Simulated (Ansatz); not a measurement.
Cost and result up the ladder for Cs₂H₂ (4 atoms). The state is a singlet with charge 0. Geometry: PBE0-D4/def2-TZVP.

```xyz
4

Cs    1.4078    0.0346   -1.5858
Cs   -1.4070   -0.0348    1.5864
H    -0.3039    1.6739   -0.2329
H     0.3031   -1.6736    0.2323
```

Ansatz on 4 threads of Arm Neoverse V2 on a shared host. Times are rough, and most runs start from the orbitals of an earlier one. r2SCAN0-D4/def2-TZVP serves as the yardstick here, not as an exact answer. Differences are given only for rows in sets of like size (and for xTB, whose basis is part of the method), since another set adds its own error. Binding counts from free atoms at the same level (Cs doublet, H doublet; other spins of the atoms weren't run), without zero-point energy or a counterpoise term.

In the def2 sets Cs takes a core potential; there is no spin–orbit coupling. Correlated methods freeze no core orbitals; core or outer-core shells of Cs are correlated, in sets that lack core-valence functions. The structure comes from a short search, and lower isomers may exist.

Correlated methods converge slowly with the basis.

```tsv
level	functions	wall time	binding energy per atom (eV)	difference from r2SCAN0-D4/def2-TZVP (eV)
LDA (SPW92)/def2-TZVP	70	0.4 s	1.37	0.12
PBE-D4/def2-SVP	58	0.5 s	1.19	–
PBE0-D4/def2-SVP	58	0.5 s	1.18	–
PBE-D4/def2-TZVP	70	0.6 s	1.25	0.00
PBE0-D4/def2-TZVPD	82	0.6 s	1.25	0.00
PBE-D4/def2-TZVPD	82	0.65 s	1.26	0.01
PBE0-D4/def2-TZVP	70	0.75 s	1.24	-0.01
CCSD(T)/def2-TZVPD	82	1 s	1.15	-0.10
r2SCANh-D4/def2-TZVP	70	1.2 s	1.26	0.01
r2SCAN-D4/def2-TZVP (with forces)	70	1.3 s	1.27	0.02
r2SCAN0-D4/def2-TZVP	70	1.3 s	1.25	0.00
r2SCAN-D4/def2-TZVPD	82	1.4 s	1.28	0.03
CCSD(T)/def2-TZVPP	100	1.6 s	1.20	-0.05
B97M-V/def2-TZVP	70	2.9 s	1.33	0.08
```
